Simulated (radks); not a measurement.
Results of a calculation; reference values are marked as such.
Cu III, configuration [Ar] 3d8 4s1 (not the ground configuration). Level of theory: non-relativistic Kohn-Sham, r2SCAN, spin-polarised, spherical densities, point nucleus; open shells are filled with parallel spins first; meta-GGA in the generalised Kohn-Sham scheme (a radial shooting solver on a logarithmic mesh with Libxc functionals).

X-ray form factor f0, the Fourier transform of the density (f0(0) = 27):

sin(theta)/lambda (1/angstrom)  f0 (electrons)
0.05                                    26.664
0.1                                     25.730
0.15                                    24.379
0.2                                     22.803
0.25                                    21.146
0.3                                     19.496
0.4                                     16.394
0.5                                     13.715
0.6                                     11.550
0.8                                      8.672
1                                        7.136
1.25                                     6.061
1.5                                      5.258
2                                        3.804
